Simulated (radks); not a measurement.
The numbers below are computed, except where a source is named.
How relativity changes the ionisation of the hafnium ion Hf16+ ([Kr] 4d10 4f10) to Hf17+ ([Kr] 4d10 4f9). Spin-unpolarised spherical Kohn-Sham, BLYP, point nucleus unless stated (finite: rms radius 5.347 fm), a radial shooting solver on a logarithmic mesh with Libxc functionals. A level marked "c x" has the speed of light scaled by that factor and shares open shells by 2j + 1; other Dirac levels either fill j = l - 1/2 first or share by 2j + 1.

| level | E(Hf16+) (hartree) | E(Hf17+) (hartree) | IE (eV) | HOMO | <r> HOMO (bohr) |
|---|---|---|---|---|---|
| non-rel. | -14236.2549 | -14222.1535 | 383.72 | 4f | 0.5428 |
| scalar-rel. | -14988.1349 | -14974.2414 | 378.06 | 4f | 0.5510 |
| scalar-rel., finite nucleus | -14986.0795 | -14972.1860 | 378.06 | 4f | 0.5510 |
| Dirac, 2j+1 shares | -15007.5205 | -14993.6310 | 377.95 | 4f7/2 | 0.5533 |
| Dirac, low j first | -15007.6664 | -14993.8215 | 376.74 | 4f7/2 | 0.5536 |
| Dirac, 2j+1 shares, finite nucleus | -15005.4477 | -14991.5580 | 377.96 | 4f7/2 | 0.5533 |
| Dirac, c x 0.75 | -15819.8199 | -15806.0905 | 373.59 | 4f7/2 | 0.5624 |
| Dirac, c x 1.25 | -14702.9847 | -14689.0195 | 380.01 | 4f7/2 | 0.5494 |
| Dirac, c x 100 | -14236.3217 | -14222.2203 | 383.72 | 4f7/2 | 0.5428 |

NIST Atomic Spectra Database: 399 eV (theoretical). The relativistic part of the total energy of Hf16+ is -769.2 hartree (Dirac, 2j+1 shares, finite nucleus), 5.4 % of the non-relativistic value. Spin polarisation and multiplet splitting of open shells are left out at every level.

Beside tabulated values, note that relativity, absent from the non-relativistic runs, is large for the heavy elements, and spin-unpolarised runs miss the spin-polarisation part of the exchange energy of open shells.
